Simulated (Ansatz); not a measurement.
The same path of BH4NO + ClH (9 atoms, charge 0, multiplicity 1) was run twice with different band settings. Lost on the way: B1–O2, Cl8–H9. Made: B1–Cl8, O2–H9.

All numbers below come from RKS PBE/def2-mTZVP in Ansatz 0.2.0.

Relaxed end points:

```xyz
9
Properties=species:S:1:pos:R:3
B -0.416 0.117 -0.270
O -0.597 0.535 1.046
H -1.370 0.161 1.508
H 0.528 0.579 -0.845
N -1.269 -0.792 -0.916
H -2.090 -1.231 -0.504
H -1.110 -1.079 -1.878
Cl 0.825 2.760 2.682
H 0.257 1.811 1.942
```

```xyz
9
Properties=species:S:1:pos:R:3
B -0.088 0.242 -0.638
O -0.348 0.537 2.974
H -1.161 0.844 3.414
H 0.884 -0.352 -0.282
N -1.088 -0.358 -1.393
H -1.046 -1.337 -1.664
H -1.929 0.122 -1.707
Cl -0.244 1.977 -0.192
H -0.222 1.184 2.251
```

Common settings: movable images 7; climbing image yes; optimiser quadratic models (default); start path through a guess of the saddle point; force threshold 0.03 eV/Å; iteration limit 60; end points relaxed.

| run | spring |
| --- | --- |
| 1 | 5.0 eV/Å² |
| 2 | 50.0 eV/Å² |

(1) What does each run give, and how far can it be trusted?

Results:

(1) Run 1: converged after 52 iterations, highest image 0.947 eV above the first end. The profile has 2 maxima (images 2, 5) with wells between them (image 4): this band takes more than one step, which may be the mechanism or a detour left from its start path. A vibrational analysis at the climbing image gives one clearly imaginary mode, 355i cm⁻¹: a first-order saddle point.
Run 2: converged after 46 iterations, highest image 0.947 eV above the first end. The profile has 2 maxima (images 2, 5) with wells between them (image 4): this band takes more than one step, which may be the mechanism or a detour left from its start path. Another band between the same ends (7 images) ends at a top of the same energy, where a vibrational analysis finds 1 clearly imaginary mode.
The orbitals stay closed-shell, which can raise the energy where a bond breaks towards radicals; this wasn't checked here.
